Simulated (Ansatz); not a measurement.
C$_{3}$H$_{6}$AlN (`[CH3][Al]([CH3])[C]#N`). The species carries charge 0 and has multiplicity 1. The geometry is a stationary point of PBE0-D4/def2-TZVP.

```xyz
11

C    -1.239   -0.687   -1.192
Al    0.006   -0.132    0.186
C     1.195    1.398    0.218
C     0.076   -1.281    1.762
N     0.117   -1.961    2.695
H    -1.250   -0.018   -2.055
H    -0.995   -1.694   -1.547
H    -2.257   -0.743   -0.792
H     1.026    2.002    1.116
H     1.083    2.046   -0.654
H     2.238    1.070    0.263
```

Question: What is the dipole moment at ωB97M-V/def2-TZVPP? (An estimate is asked.)

Answer: Ansatz gave: 4.29 D, with components (-0.15, 2.52, -3.46) D in this frame, pointing from negative to positive charge.

Question: And with PBE, r2SCAN, B3LYP? (Estimate.)

Answer: The calculation gave: PBE 4.20 D, r2SCAN 4.24 D, B3LYP 4.27 D.

Question: Give the Mulliken charges with ωB97M-V, PBE, r2SCAN in def2-TZVPP. (Best estimate.)

Answer: Ansatz gave: 
```
atom  ωB97M-V    PBE  r2SCAN
  C1    -0.49  -0.41   -0.36
 Al2     0.66   0.54    0.70
  C3    -0.49  -0.41   -0.36
  C4    -0.32  -0.35   -0.32
  N5    -0.04   0.02   -0.08
  H6     0.11   0.10    0.07
  H7     0.12   0.10    0.07
  H8     0.12   0.10    0.07
  H9     0.12   0.10    0.07
 H10     0.11   0.10    0.07
 H11     0.11   0.10    0.07
```

B3LYP here is the variant with VWN-RPA as its local correlation; programs differ in this.
